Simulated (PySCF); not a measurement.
C2H6ClFSi, SMILES C([Si@@H](F)Cl)C.

The structure is a stationary point at PBE0-D3(BJ)/def2-SVP. The structure was generated by enumeration; whether it is a known compound was not checked. The values are those of a single conformer.

Two levels are set side by side: PBE/def2-TZVP (PySCF) and B3LYP/def2-TZVP (PySCF). Same geometry, gas phase. Differences are taken from unrounded values.

```csv
quantity,B3LYP,PBE,PBE minus B3LYP
orbital gap (eV),8.83,7.03,-1.80
highest occupied level (eV),-8.51,-7.37,1.14
lowest empty level (eV),0.32,-0.34,-0.66
dipole moment (D),2.20,2.14,-0.06
mean polarisability (bohr³),59.4,61.3,1.9
```

Without exact exchange PBE keeps part of each electron's self-repulsion, which lifts occupied levels and narrows the gap. Loosely held outer electrons make PBE densities more polarisable. Differences between two approximate levels are no errors against the true value.

Rough cost on one machine, each run with all the roots and properties that it gave: B3LYP against PBE within a factor of 2.
